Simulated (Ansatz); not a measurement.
`CC#Cc1ccccc1` and `[F][Hf]([F])([Cl])[c]1ccccc1` differ in one atom or group.

Ansatz, PBE0-D4/def2-TZVP geometries, multiplicity 1. Each molecule was computed in one conformer, which needn't be the lowest.

Elements past krypton have def2 core potentials.

```
                                        property  `CC#Cc1ccccc1`
             HOMO energy (B3LYP/def2-TZVPP) / eV           -6.30
         HOMO–LUMO gap (ωB97M-V/def2-TZVPP) / eV            9.69
             LUMO energy (B3LYP/def2-TZVPP) / eV           -0.94
           LUMO energy (ωB97M-V/def2-TZVPP) / eV            1.17
size of the dipole moment (B3LYP/def2-TZVPP) / D            0.49
             HOMO–LUMO gap (PBE/def2-TZVPP) / eV            3.95
```

(1) Give the same properties after the change, and the shifts. (Best estimate.)

Results:

(1) Computed: 
```json
{"property": "HOMO energy (B3LYP/def2-TZVPP) / eV", "`[F][Hf]([F])([Cl])[c]1ccccc1`": "-7.45", "shift": "-1.15"}
{"property": "HOMO–LUMO gap (ωB97M-V/def2-TZVPP) / eV", "`[F][Hf]([F])([Cl])[c]1ccccc1`": "10.11", "shift": "0.42"}
{"property": "LUMO energy (B3LYP/def2-TZVPP) / eV", "`[F][Hf]([F])([Cl])[c]1ccccc1`": "-1.84", "shift": "-0.90"}
{"property": "LUMO energy (ωB97M-V/def2-TZVPP) / eV", "`[F][Hf]([F])([Cl])[c]1ccccc1`": "0.37", "shift": "-0.80"}
{"property": "size of the dipole moment (B3LYP/def2-TZVPP) / D", "`[F][Hf]([F])([Cl])[c]1ccccc1`": "2.08", "shift": "1.59"}
{"property": "HOMO–LUMO gap (PBE/def2-TZVPP) / eV", "`[F][Hf]([F])([Cl])[c]1ccccc1`": "4.23", "shift": "0.28"}
```

With PBE0 the HOMO falls by 1.16 eV and the LUMO falls by 0.87 eV, so the gap widens by about 0.29 eV. PBE moves the HOMO by -1.13 eV and ωB97M-V by -1.23 eV. Dipoles are sizes alone; their direction can turn.

Positive LUMOs are unbound, so they and the gaps depend on the basis.

B3LYP here is the variant with VWN-RPA as its local correlation; programs differ in this.
